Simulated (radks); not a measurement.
Neutral gallium inside a hard spherical wall (all orbitals vanish at R), configuration held at [Ar] 3d10 4s2 4p1 and not refilled when levels cross. All-electron calculation, scalar-relativistic Kohn-Sham, PBE, spin-unpolarised, spherical densities, point nucleus. Program: a radial shooting solver on a logarithmic mesh with Libxc functionals. Eigenvalues in eV, with the zero of energy where the potential of the charges vanishes at infinity; a dash marks a level that is unbound or too diffuse for the functional's potential to be trusted. A positive occupied level is held by the wall or, in an anion where self-interaction has pushed it up, behind a barrier. The pressure on the wall is -dE/dV.

| R (bohr) | E (hartree) | kinetic (hartree) | e(3p) | e(3d) | e(4s) | e(4p) | e(5s, empty) | e(5p, empty) | pressure (GPa) |
|---|---|---|---|---|---|---|---|---|---|
| free | -1943.93783 | 1976.990 | -98.859 | -19.155 | -8.949 | -2.579 | - | - | 0 |
| 12 | -1943.93766 | 1976.991 | -98.833 | -19.128 | -8.927 | -2.557 | 0.052 | 1.471 | 0.00241 |
| 4 | -1943.60935 | 1978.315 | -93.237 | -13.661 | -3.563 | 5.194 | 32.041 | 41.476 | 60.8 |
| 3.5 | -1943.30388 | 1979.388 | -90.449 | -10.965 | 0.042 | 10.054 | 48.916 | 60.241 | 166 |
| 3 | -1942.63498 | 1981.624 | -85.789 | -6.433 | 7.082 | 19.080 | 78.406 | 92.134 | 515 |
| 2.5 | -1941.00153 | 1986.872 | -77.307 | 2.020 | 22.428 | 37.688 | 134.67 | 151.24 | 1920 |
| 2 | -1936.30842 | 2001.484 | -59.983 | 20.227 | 61.526 | 82.163 | 256.16 | 274.91 | 9390 |
